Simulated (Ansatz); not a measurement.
## GaSiH3F2 (SMILES [F][Ga]([F])[SiH3]): methods side by side

GaSiH3F2: 7 atoms, total charge 0, spin state singlet. As SMILES, `[F][Ga]([F])[SiH3]`. Geometry: optimised at B3LYP/def2-SVP.

Quantity: the adiabatic ionisation energy (to the doublet cation, shapes relaxed at B3LYP/def2-SVP, no zero-point term), in eV. The values are calculated.

```csv
level,kind,program,value (eV),less CCSD(T)/def2-SVP,CPU time (all runs)
HF/def2-SVP,Hartree–Fock,Ansatz,9.64,-0.55,5.8 s
PBE/def2-SVP,GGA,Ansatz,10.15,-0.04,6 s
r2SCAN/def2-SVP,meta-GGA,Ansatz,10.31,+0.12,16 s
B3LYP/def2-SVP,global hybrid,Ansatz,10.36,+0.17,9 s
wB97M-V/def2-SVP,range-separated hybrid,Ansatz,10.46,+0.27,42 s
MP2/def2-SVP,perturbation theory,Ansatz,10.13,-0.06,6 s
CCSD(T)/def2-SVP,coupled cluster or CI,Ansatz,10.19,0.00,55 s
```

CCSD(T)/def2-SVP is the highest level here, not the true value. All-electron rows without a relativistic Hamiltonian named are non-relativistic. The values span 9.64 to 10.46 eV. In the correlated wave-function rows the outer d shell of Ga is correlated, in sets not made for it. In so small a basis fixed costs decide the times, and correlated methods can beat functionals. CPU times are rough (shared hosts, several kinds of processor and program).
